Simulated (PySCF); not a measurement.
**Electronic structure of Pb- (lead, charge -1) at the UHF level**

Configuration: [Xe] 4f14 5d10 6s2 6p3, high-spin 4S determinant. Computed with PySCF 2.14 in aug-cc-pwCVDZ-PP with ECP60MDF, with scalar relativity through the core potential.

| Quantity | Value |
| --- | --- |
| Total energy | -191.865338 hartree |
| One-electron energy | -340.6776 hartree |
| Hartree (Coulomb) energy | 163.9861 hartree |
| Exchange energy | -15.1738 hartree |
| ⟨S²⟩ | 3.7601 |
| ⟨L²⟩ | 0.000 |
| Sum of ⟨r⟩ | 37.44 bohr |
| Sum of ⟨r²⟩ | 95.83 bohr² |

```tsv
shell	electrons	mean orbital energy (eV)	rms radius, mean of both spins (bohr)
5s α	1	-161.95	0.925
5s β	1	-161.85	0.925
5p α	3	-98.852	1.05
5p β	3	-98.796	1.05
5d α	5	-23.218	1.40
5d β	5	-23.020	1.40
6s α	1	-11.630	2.65
6s β	1	-7.607	2.65
6p α	3	-1.453	4.23
```

Energies and moments cover only the electrons outside the core potential. Spin-orbit coupling, which splits the p, d and f shells strongly at this Z, is absent. Spin-orbit coupling is strong in this species (close to jj coupling), so the high-spin LS determinant is a model state, not a physical level.
